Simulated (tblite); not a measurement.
Compound: CH2B3N2O3 (doublet state).
Atom-mapped SMILES: `[N:1]#[C:2][B:3]1[O:4][B:5][O:6][B:7]([NH2:8])[O:9]1` (hydrogens: H10, H11 on N8)
Bond orders are those of one Lewis drawing.

Computed with GFN2-xTB (tblite), gas phase: L-BFGS steps from a force-field or distance-geometry start until the largest atomic force falls under 0.01 eV/Å.

Step 45: E = -681.9908 eV
```
atom  x, y, z in Å  |  force x, y, z in eV/Å
N1     -3.4631   -0.3930   -1.5595    0.032  -0.064   0.047
C2     -2.5463   -0.4145   -0.8710   -0.038   0.070  -0.044
B3     -1.3110   -0.3681    0.0548    0.028   0.004  -0.032
O4     -1.4149   -0.7696    1.3552    0.025   0.029   0.027
B5     -0.3560   -0.5816    2.2032    0.024   0.029   0.003
O6      0.8012   -0.0615    1.7423    0.004  -0.058  -0.032
B7      0.9567    0.2395    0.4013   -0.019  -0.009  -0.017
N8      2.1748    0.6578   -0.1261   -0.019  -0.053   0.002
O9     -0.1432    0.1059   -0.4279   -0.003   0.015  -0.004
H10     3.0185    0.7375    0.4102   -0.029   0.020   0.049
H11     2.2887    0.8502   -1.1046   -0.005   0.019   0.001
```

Step 46: E = -681.9917 eV
```
atom  x, y, z in Å  |  force x, y, z in eV/Å
N1     -3.4686   -0.3946   -1.5523   -0.024  -0.052   0.000
C2     -2.5482   -0.4102   -0.8695   -0.006   0.044  -0.014
B3     -1.3113   -0.3687    0.0524    0.046   0.012  -0.027
O4     -1.4155   -0.7678    1.3537    0.006   0.033   0.006
B5     -0.3567   -0.5807    2.2001    0.063   0.024   0.028
O6      0.8031   -0.0654    1.7387   -0.030  -0.040  -0.045
B7      0.9566    0.2384    0.3976    0.004  -0.036  -0.002
N8      2.1763    0.6610   -0.1241   -0.045  -0.058  -0.025
O9     -0.1424    0.0997   -0.4328    0.023   0.032   0.018
H10     3.0159    0.7456    0.4179   -0.032   0.016   0.043
H11     2.2964    0.8453   -1.1038   -0.003   0.025   0.018
```

Step 47: E = -681.9925 eV
```
atom  x, y, z in Å  |  force x, y, z in eV/Å
N1     -3.4743   -0.3980   -1.5473   -0.019  -0.039   0.000
C2     -2.5504   -0.4057   -0.8689   -0.007   0.017  -0.009
B3     -1.3112   -0.3681    0.0504    0.036   0.023  -0.017
O4     -1.4162   -0.7643    1.3532    0.004   0.039  -0.013
B5     -0.3565   -0.5801    2.1987    0.068   0.016   0.019
O6      0.8055   -0.0715    1.7350   -0.046  -0.022  -0.037
B7      0.9569    0.2364    0.3944    0.019  -0.051   0.001
N8      2.1769    0.6634   -0.1228   -0.009  -0.056  -0.012
O9     -0.1415    0.0960   -0.4368    0.032   0.036   0.032
H10     3.0135    0.7537    0.4252   -0.076   0.006   0.006
H11     2.3028    0.8409   -1.1032   -0.002   0.033   0.028
```

Step 48: E = -681.9934 eV
```
atom  x, y, z in Å  |  force x, y, z in eV/Å
N1     -3.4804   -0.4031   -1.5427    0.007  -0.026   0.017
C2     -2.5531   -0.4012   -0.8685   -0.009  -0.008  -0.010
B3     -1.3107   -0.3660    0.0483    0.006   0.029  -0.005
O4     -1.4173   -0.7587    1.3528    0.014   0.045  -0.021
B5     -0.3554   -0.5798    2.1981    0.043   0.004  -0.010
O6      0.8079   -0.0793    1.7307   -0.038  -0.005  -0.018
B7      0.9578    0.2326    0.3913    0.028  -0.050  -0.002
N8      2.1771    0.6658   -0.1219    0.024  -0.055  -0.011
O9     -0.1398    0.0933   -0.4404    0.024   0.029   0.034
H10     3.0094    0.7617    0.4329   -0.092  -0.002  -0.018
H11     2.3100    0.8373   -1.1027   -0.006   0.039   0.045
```

Task: Estimate the geometry and energy of step 49. (The exact step hangs on the optimiser's Hessian estimate; all steps are aligned on step 48, rigid shifts and turns removed.)

Result: E = -681.9943 eV, largest force 0.092 eV/Å
```
atom  x, y, z in Å  |  force x, y, z in eV/Å
N1     -3.4836   -0.4110   -1.5414    0.044  -0.017   0.044
C2     -2.5553   -0.3987   -0.8683   -0.021  -0.022  -0.022
B3     -1.3109   -0.3613    0.0479   -0.025   0.030   0.004
O4     -1.4188   -0.7498    1.3537    0.023   0.046  -0.016
B5     -0.3535   -0.5793    2.1985    0.003  -0.009  -0.041
O6      0.8113   -0.0892    1.7265   -0.013   0.007   0.000
B7      0.9588    0.2277    0.3886    0.025  -0.032  -0.007
N8      2.1763    0.6678   -0.1219    0.061  -0.055  -0.007
O9     -0.1392    0.0940   -0.4423    0.006   0.014   0.023
H10     3.0050    0.7637    0.4385   -0.087  -0.004  -0.030
H11     2.3154    0.8387   -1.1020   -0.015   0.041   0.053
```

The energy changes by -0.0009 eV. The first-order estimate −F·Δx gives -0.0012 eV and the mean of the old and new forces, exact on a quadratic surface, -0.0009 eV. The step makes an angle of 70° with the force vector and moves no atom by more than 0.011 Å.

What follows is the cost of the whole relaxation. Hardware: one thread, Arm Neoverse V2 (aarch64), no GPU, shared host with 96 logical CPUs at a one-minute load of 45. Cost: 0.32 s.
